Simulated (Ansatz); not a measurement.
Species: CH$_{2}$BrF, net charge 0, singlet state. 
Coordinates optimised at B3LYP-D3(BJ)/def2-TZVP (Ansatz, a first-principles code):
SMILES: FCBr
```xyz
5

F     -1.8086     0.8720    -0.1203
C     -1.1928    -0.3299     0.0514
Br     0.7524    -0.1183     0.0147
H     -1.4463    -0.7339     1.0269
H     -1.4520    -0.9932    -0.7682
```

Computed values are from Ansatz. Valence correlation only, unless marked. Open shells are spin-unrestricted. No spin-orbit coupling. The frozen core is the preceding noble-gas configuration, with the filled d and f shells of earlier blocks. Non-relativistic. Basis-set limits of correlation are two-point, X^-3; Hartree-Fock from the larger set.

Question: What is the T1 diagnostic at CCSD/cc-pVQZ?

Answer: 0.010.

Question: What is the dipole moment at CCSD(T)/aug-cc-pVDZ?

Answer: 1.78 D.

Question: What is the atomisation energy De at CCSD(T)/CBS(cc-pVTZ,cc-pVQZ)?

Answer: 388.8 kcal/mol.

Question: What is the total energy at CCSD(T)/CBS(cc-pVTZ,cc-pVQZ)?

Answer: -2711.7090 Eh.
